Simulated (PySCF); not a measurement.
# From computed data to an observable: dipole moment from atomic charges

Si(F)(Cl)2(vinyl) (C₂H₃Cl₂FSi), SMILES F[Si](Cl)(Cl)C=C. Atoms are numbered in the order given.

```xyz
9

C     -2.7703    -0.2367     0.0000
C     -1.5795    -0.8469     0.0000
Si    -0.0194     0.1215     0.0000
F     -0.3862     1.6931     0.0000
Cl     1.1158    -0.2514     1.6588
Cl     1.1158    -0.2514    -1.6588
H     -2.8562     0.8548     0.0000
H     -3.7082    -0.8020     0.0000
H     -1.5270    -1.9419     0.0000
```

Geometry optimised at PBE0-D3(BJ)/def2-SVP. The values are those of a single conformer.

Charges (e) from PySCF with PBE/def2-TZVP:

| atom | Mulliken | IAO |
|---|---|---|
| C1 | -0.229 | -0.251 |
| C2 | -0.212 | -0.473 |
| Si3 | 0.666 | 1.294 |
| F4 | -0.257 | -0.506 |
| Cl5 | -0.185 | -0.281 |
| Cl6 | -0.185 | -0.281 |
| H7 | 0.145 | 0.162 |
| H8 | 0.131 | 0.161 |
| H9 | 0.126 | 0.172 |

The dipole moment of the full density is 2.21 D.

**Question.** What dipole moment does each set of point charges give, and which comes closer to that of the density?

**Answer.** 
μ = Σ q r, and 1 e Å = 4.8032 D.
Mulliken: Σ q r = (-0.450, -0.253, 0.000) e Å, |μ| = 2.48 D.
IAO: Σ q r = (-0.337, -0.423, 0.000) e Å, |μ| = 2.60 D.
Mulliken comes closer in size. Point charges leave out the atoms' own dipoles (lone pairs, polarised bonds); fits to the potential absorb them, partitions of the density don't.
